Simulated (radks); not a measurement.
Question: P II, 14 electrons, occupied as [Ne] 3s2 3p2. Calculated with a radial shooting solver on a logarithmic mesh with Libxc functionals: Dirac Kohn-Sham, LDA (Slater exchange, VWN5 correlation), spin-unpolarised, spherical densities, finite nucleus; open shells fill j = l - 1/2 first; Fermi nuclear charge, rms radius 3.1889 fm. Some entries of the table are withheld. Estimate them.

| orbital | occ. | eigenvalue (hartree) | r(max) (bohr) |
|---|---|---|---|
| 1s1/2 | 2 | (1) | 0.06784 |
| 2s1/2 | 2 | -6.75156 | (2) |
| 2p1/2 | 2 | (3) | 0.3523 |
| 2p3/2 | 4 | (4) | 0.3540 |
| 3s1/2 | 2 | -0.85632 | 1.540 |
| 3p1/2 | 2 | -0.52658 | 1.743 |
| 3p3/2 | 0 | -0.52410 | 1.749 |
| 4s1/2 | 0 | -0.17949 | 4.494 |
| 3d3/2 | 0 | (5) | 2.830 |
| 3d5/2 | 0 | (6) | 2.831 |
| 4p1/2 | 0 | -0.11466 | 5.615 |
| 4p3/2 | 0 | -0.11430 | 5.630 |

Answer: 
(1) 1s1/2 eigenvalue (hartree): -76.68417
(2) 2s1/2 r(max) (bohr): 0.4201
(3) 2p1/2 eigenvalue (hartree): -4.98771
(4) 2p3/2 eigenvalue (hartree): -4.95402
(5) 3d3/2 eigenvalue (hartree): -0.14371
(6) 3d5/2 eigenvalue (hartree): -0.14366
